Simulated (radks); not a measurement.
Task: Radial electron density D(r) = 4 pi r^2 rho(r) of an atom or ion with 21 electrons. Method: Dirac Kohn-Sham, PBEsol, spin-unpolarised, spherical densities, point nucleus; computed with a radial shooting solver on a logarithmic mesh with Libxc functionals.

```
   r/bohr * D(r) (the largest magnitude, 33, reaches the edge; | marks zero)
 0.004107 |  *
 0.005179 |    *
 0.006584 |      *
  0.00837 |          *
  0.01056 |              *
  0.01342 |                    *
  0.01706 |                            *
  0.02151 |                                   *
  0.02735 |                                           *
  0.03449 |                                                *
  0.04384 |                                                 *
  0.05574 |                                              *
  0.07029 |                                         *
  0.08936 |                                      *
   0.1136 |                                        *
   0.1433 |                                               *
   0.1821 |                                                      *
   0.2297 |                                                   *
    0.292 |                                      *
   0.3712 |                       *
   0.4681 |                  *
    0.595 |                     *
   0.7504 |                       *
    0.954 |                  *
    1.213 |         *
    1.529 |   *
    1.944 |*
    2.472 *
    3.117 *
```

What is the nuclear charge?

Result: Z = 25. The innermost maximum, from 1s, lies near gamma/Z bohr with gamma = sqrt(1 - (Z/c)^2) = 0.983, here 0.0393 bohr (found: 0.0425), and its height grows with Z. The density is that of the manganese ion Mn4+ in [Ar] 3d3; the configuration itself is not fixed sharply by these data, and Z only to about a unit. D(r) has 3 maxima, at r = 0.0425, 0.194, 0.721 bohr, and minima at 0.0930, 0.468 bohr, inside which lie 2.12, 10.56 electrons.
